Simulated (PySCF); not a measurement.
These are B3LYP-D3(BJ)/def2-TZVP in PySCF values and carry that method's errors. Gas-phase values, no solvent. B3LYP has the VWN-RPA correlation part, as in Gaussian. Excitations are Tamm–Dancoff values on a coarser integration grid. The basis has no diffuse functions, so Rydberg states are missing or too high.

Reference species (SMILES): `C=C[CH2+]` (charge +1, multiplicity 1).

```
Property                                            Result
------------------------------------------------  --------
adiabatic ionisation energy (no zero-point term)  17.77 eV
S1 excitation (TDA)                                5.06 eV
HOMO–LUMO gap                                      5.25 eV
```

Changed species: `[C+](C)=C` (not the most basic site) (proton added at C1; the reference has proton added at C2).

### Question
Predict the effect on the adiabatic ionisation energy (no zero-point term), S1 excitation (TDA) and HOMO–LUMO gap.

### Answer
the adiabatic ionisation energy (no zero-point term) drops by 0.40 eV, to 17.37 eV; the S1 excitation (TDA) falls by 1.62 eV, to 3.44 eV; the HOMO–LUMO gap is nearly the same.
